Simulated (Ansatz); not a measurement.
```yaml
crystal:
  periodic: [false, false, false]
  atoms:
    - {symbol: C, position_ang: [-1.463675, 0.352860, -0.726275]}
    - {symbol: C, position_ang: [-0.342467, 0.947298, -0.097889]}
    - {symbol: Si, position_ang: [0.826590, -0.141150, 0.958794]}
    - {symbol: S, position_ang: [0.605322, -2.250922, 0.654290]}
    - {symbol: Cl, position_ang: [2.719419, 0.717103, 0.312898]}
    - {symbol: H, position_ang: [-1.710787, -0.666193, -0.546073]}
    - {symbol: H, position_ang: [-2.142010, 0.971746, -1.396738]}
    - {symbol: H, position_ang: [-0.227517, 1.923926, -0.395432]}
    - {symbol: H, position_ang: [0.861242, 0.268973, 2.331872]}
    - {symbol: H, position_ang: [0.877848, -1.999245, -0.674709]}
basis:
  gaussian: {orbitals: 6-31G}
total_charge: 1
magnetization: {spin_polarized: true, initial_magnetization: 9}
hamiltonian: {xc: {name: B97M-V}}
output: {forces: true}
```

```sh
$ ansatz run in.yaml --threads 4 --pin off --events-out ev --progress --plain --max-ram 10444MiB
```

Output, abridged:

```
Functional definition: B97M-V
834 factors; integrals over basis functions are off by at most 3.0e-4 eV
mean field evaluation 1: about -33320.9812 eV, gradient 5.3e1 eV
mean field evaluation 2: about -33123.5814 eV, gradient 1.2e2 eV
mean field evaluation 4: about -33302.5507 eV, gradient 5.8e1 eV
mean field evaluation 8: about -33344.7772 eV, gradient 1.1e0 eV
mean field evaluation 16: about -33344.8247 eV, gradient 4.8e-4 eV
mean field -33344.82468774 eV, -1225.3997053404 hartree, gradient 1.5e-6 eV, S^2 24.759969; 10 other end points of the search recorded, 0 dependent functions left out
reference -33344.82474596 eV, -1225.3997074800 hartree; 36, 27 occupied and 31, 40 virtual orbitals, 834 factors
Total energy: -33344.82474596 eV, -1225.3997074800 hartree
Atom 0 at    -1.463675     0.352860    -0.726275 Å, force    -3.266282    -2.362344    -1.529328 eV/Å
Atom 1 at    -0.342467     0.947298    -0.097889 Å, force     1.023591     3.267108     0.128644 eV/Å
Atom 2 at     0.826590    -0.141150     0.958794 Å, force    -3.903573     2.492160     2.266023 eV/Å
Atom 3 at     0.605322    -2.250922     0.654290 Å, force    -2.192584   -10.762796     6.926069 eV/Å
Atom 4 at     2.719419     0.717103     0.312898 Å, force     5.692315     3.206829    -2.172302 eV/Å
Atom 5 at    -1.710787    -0.666193    -0.546073 Å, force    -0.869170    -0.776226    -0.301213 eV/Å
Atom 6 at    -2.142010     0.971746    -1.396738 Å, force     0.689317    -0.437823     0.700329 eV/Å
Atom 7 at    -0.227517     1.923926    -0.395432 Å, force     1.481540     2.959887    -0.166900 eV/Å
Atom 8 at     0.861242     0.268973     2.331872 Å, force    -0.221776     1.350236     2.499863 eV/Å
Atom 9 at     0.877848    -1.999245    -0.674709 Å, force     1.566622     1.062970    -8.351186 eV/Å
Dipole moment:    -0.276977     0.155923    -0.020128 e Å
```

(1) Something in this input is off. What?

Results:

(1) The spin is set far too high for this molecule. The calculation finished and met its thresholds. The result belongs to that input, not to the molecule as meant.
